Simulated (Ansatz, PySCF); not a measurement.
Species: C5H7, charge 0, multiplicity 2. It need not be the lowest isomer of its formula. 
Geometry from a B3LYP-D3(BJ)/def2-TZVP (Ansatz, a program for electronic structure) optimisation:
```xyz
12

C      2.4412    -0.1922     0.1573
C      1.1360    -0.3405     0.1768
C      0.1796     0.6710    -0.2711
C     -1.1533     0.5539    -0.2654
C     -1.9665    -0.6140     0.1905
H      3.1592     0.5604    -0.1302
H      0.7298    -1.2778     0.5505
H      0.6121     1.5951    -0.6386
H     -1.7244     1.4011    -0.6332
H     -2.6454    -0.3184     0.9957
H     -2.5937    -0.9868    -0.6246
H     -1.3598    -1.4425     0.5517
```
Charge 0, spin multiplicity 2.

Total electronic energies in hartree. Valence correlation only, unless marked. Open shells are spin-unrestricted. No spin-orbit coupling. Non-relativistic. CBS(X,Y): correlation extrapolated as X^-3; Hartree-Fock from the larger set. The bracket is a focal-point correction in the basis named.

The UHF reference is spin-contaminated (<S^2> 0.49 over the pure value in the largest basis). 

```
level                                                     program  energy (Eh)
-------------------------------------------------  --------------  -----------
HF/STO-3G                                                  Ansatz   -190.97616
HF/6-31G*                                                  Ansatz   -193.31838
HF-D4/def2-TZVPD                                    PySCF + dftd4   -193.42056
RI-HF/cc-pVTZ                                              Ansatz   -193.38663
RI-HF/cc-pVQZ                                              Ansatz   -193.39877
PBE-D4/def2-TZVPD                                  Ansatz + dftd4   -194.42847
revPBE/def2-TZVPD                                          Ansatz   -194.63604
B3LYP-D4/def2-TZVPD                                Ansatz + dftd4   -194.71338
PBE0/def2-SVP                                              Ansatz   -194.23699
PBE0/def2-TZVP                                             Ansatz   -194.44520
BHLYP/def2-TZVPD                                           Ansatz   -194.56751
TPSSh-D3(BJ)/def2-TZVPD                             PySCF + dftd3   -194.72016
B2GP-PLYP-D4/def2-TZVPD                            Ansatz + dftd4   -194.46000
B2GP-PLYP/def2-TZVPD                                       Ansatz   -194.45667
MP2/STO-3G                                                 Ansatz   -191.19020
RI-MP2/cc-pVTZ                                             Ansatz   -194.14161
CCSD/STO-3G                                                Ansatz   -191.29498
CCSD/6-31G                                                 Ansatz   -193.71198
CCSD/6-31G*                                                Ansatz   -193.96894
CCSD/cc-pVDZ                                               Ansatz   -194.02691
CCSD(T)/6-31G                                              Ansatz   -193.72633
RI-MP2/CBS(cc-pVTZ,cc-pVQZ)+[CCSD(T)-MP2]/cc-pVDZ          Ansatz    -194.3421
RI-MP2/CBS(cc-pVTZ,cc-pVQZ)+[CCSD(T)-MP2]/cc-pVTZ          Ansatz    -194.3437
```

Totals of different functionals don't rank their quality; only differences between species are comparable.
